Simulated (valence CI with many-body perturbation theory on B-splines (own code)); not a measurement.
Sm XIV: electric-dipole lines

Level of theory: configuration interaction combined with many-body perturbation theory (CI+MBPT): three valence electrons over a frozen Dirac-Fock core [Kr] 4d10, a basis of 7 s, 7 p, 7 d, 7 f, 4 g, 2 h functions for each j, with the one-electron correlation potential Σ1 (screened to all orders), the two-electron term Σ2, the three-electron term Σ3, Breit, model QED; selected single and double excitations, second order for the rest, scaled by the run's own slope (own B-spline code, finite nucleus).

No measured spectrum was set against this ion. As an estimate, terms of the open shell hold to a few per cent of their energy, and close levels can change places; configurations with another count of f electrons can be misplaced by thousands of cm⁻¹.

Lines 51 to 100 of 581 in falling wavelength, among levels below 527450 cm⁻¹, chosen from the strongest by gf and those to the six lowest levels. Wavelengths and rates use the calculated energies, so an error of 2000 cm⁻¹ moves a line at 535.2 Å by 1.1 % and its rate by three times that or more. Electric multipoles are in the length gauge, E1 and E2 with the static RPA response of the core. Weak lines are less certain than strong ones. Lines between different terms over intervals too small for the method are left out, as are lines whose strength nearly cancels. Where a level lies close to another of its J and parity, the split of strength between their lines is uncertain.

Names give the largest LS component (configuration and term), which can be under half, so a name can repeat, a term be missing and a line seem to break the LS rules; names also repeat where a configuration has a term twice. Letters in brackets count levels of one name in rising energy.

```
λ vac (Å)               Upper          Lower   A (s⁻¹)  S (a.u.)
    535.2       4f²5p ⁴H°_7/2   4f²5s ²H_9/2  3.66e+08  2.21e-01
    533.7      4f²5p ⁴I°_11/2   4f²5s ⁴F_9/2  5.02e+08  4.52e-01
    532.9  4f²5p ⁴G°_11/2 [a]  4f²5s ²H_11/2  1.66e+09  1.49e+00
    532.2   4f²5p ⁴F°_5/2 [a]   4f²5s ²F_5/2  7.95e+08  3.55e-01
    532.2   4f²5p ⁴H°_9/2 [a]   4f²5s ⁴F_9/2  1.69e+08  1.25e-01
    530.9       4f²5p ⁴I°_9/2  4f²5s ⁴H_11/2  1.18e+07  8.69e-03
    530.4        5s5p² ⁴P_1/2  5s²5p ²P°_1/2  9.88e+08  1.45e-01
    528.6      4f²5p ⁴I°_11/2   4f²5s ²H_9/2  6.43e+08  5.62e-01
    528.0      4f²5p ⁴H°_13/2  4f²5s ²H_11/2  1.65e+09  1.68e+00
    527.4   4f²5p ²F°_7/2 [a]   4f²5s ²F_7/2  6.03e+08  3.49e-01
    527.1   4f²5p ⁴H°_9/2 [a]   4f²5s ²H_9/2  1.02e+09  7.40e-01
    526.7   4f5s5p ²G_7/2 [a]  4f5s² ²F°_7/2  1.00e+09  5.77e-01
    524.1   4f²5p ⁴F°_5/2 [a]   4f²5s ²G_7/2  5.47e+08  2.33e-01
    521.6   4f²5p ²G°_9/2 [a]   4f²5s ²G_7/2  1.25e+09  8.75e-01
    521.6   4f²5p ⁴D°_1/2 [a]   4f²5s ⁴P_3/2  1.34e+09  1.88e-01
    521.5       4f²5p ⁴I°_9/2   4f²5s ⁴H_9/2  1.43e+09  1.00e+00
    520.9   4f²5p ⁴D°_7/2 [a]   4f²5s ²F_5/2  4.29e+08  2.39e-01
    520.6       4f²5p ²S°_1/2   4f²5s ⁴P_3/2  1.52e+09  2.12e-01
    520.3   4f5s5p ²F_5/2 [a]  4f5s² ²F°_5/2  3.62e+08  1.51e-01
    520.3   4f²5p ⁴D°_3/2 [a]   4f²5s ⁴P_5/2  5.35e+08  1.49e-01
    519.5   4f²5p ²F°_5/2 [a]   4f²5s ²D_3/2  2.67e+09  1.11e+00
    519.2   4f²5p ²H°_9/2 [a]   4f²5s ²F_7/2  1.86e+09  1.29e+00
    518.9   4f²5p ²P°_3/2 [a]   4f²5s ²D_3/2  5.68e+08  1.57e-01
    518.6  4f²5p ²I°_11/2 [a]  4f²5s ²I_11/2  2.92e+09  2.41e+00
    518.4  4f²5p ²I°_11/2 [a]  4f²5s ²I_13/2  2.27e+09  1.87e+00
    518.0   4f²5p ²F°_5/2 [a]   4f²5s ²D_5/2  1.81e+09  7.46e-01
    518.0   4f²5p ⁴G°_7/2 [a]   4f²5s ⁴F_9/2  7.45e+08  4.09e-01
    517.4   4f²5p ²P°_3/2 [a]   4f²5s ²D_5/2  4.04e+09  1.11e+00
    517.2   4f²5p ⁴D°_1/2 [a]   4f²5s ⁴P_1/2  3.07e+09  4.19e-01
    517.2      4f²5p ²K°_13/2  4f²5s ²I_11/2  1.99e+09  1.90e+00
    517.0      4f²5p ²K°_13/2  4f²5s ²I_13/2  3.23e+09  3.08e+00
    516.1   4f²5p ⁴G°_5/2 [a]   4f²5s ⁴F_5/2  1.60e+09  6.52e-01
    515.4       4f²5p ⁴I°_9/2   4f²5s ⁴H_7/2  2.78e+09  1.88e+00
    513.7   4f²5p ²D°_5/2 [a]   4f²5s ⁴P_5/2  1.80e+09  7.21e-01
    513.2   4f²5p ⁴D°_7/2 [a]   4f²5s ²G_7/2  7.73e+08  4.12e-01
    513.2   4f²5p ⁴G°_7/2 [a]   4f²5s ²H_9/2  4.02e+08  2.15e-01
    512.8   4f²5p ⁴D°_3/2 [a]   4f²5s ⁴P_3/2  2.35e+09  6.26e-01
    512.5   4f²5p ⁴G°_7/2 [a]   4f²5s ⁴F_7/2  1.76e+09  9.37e-01
    512.3   4f²5p ²F°_7/2 [a]   4f²5s ²G_9/2  3.60e+09  1.91e+00
    512.2   4f²5p ⁴G°_5/2 [a]   4f²5s ⁴F_3/2  3.05e+09  1.22e+00
    510.2   4f²5p ²G°_9/2 [a]   4f²5s ⁴F_9/2  1.47e+09  9.65e-01
    510.1   4f5s5p ²G_7/2 [a]  4f5s² ²F°_5/2  6.40e+07  3.35e-02
    509.6       4f²5p ⁴S°_3/2   4f²5s ⁴P_5/2  4.35e+09  1.14e+00
    509.5      4f²5p ⁴I°_11/2  4f²5s ⁴H_11/2  2.46e+09  1.93e+00
    509.1   4f²5p ²D°_3/2 [a]   4f²5s ⁴F_5/2  2.55e+09  6.65e-01
    508.6   4f²5p ⁴D°_3/2 [a]   4f²5s ⁴P_1/2  6.08e+08  1.58e-01
    508.1   4f²5p ⁴H°_9/2 [a]  4f²5s ⁴H_11/2  2.58e+09  1.67e+00
    507.3   4f²5p ⁴F°_5/2 [a]   4f²5s ⁴F_7/2  2.98e+09  1.15e+00
    507.2   4f²5p ⁴G°_7/2 [a]   4f²5s ⁴F_5/2  1.08e+09  5.54e-01
    506.7       4f²5p ⁴H°_7/2   4f²5s ⁴H_9/2  2.24e+09  1.15e+00
```
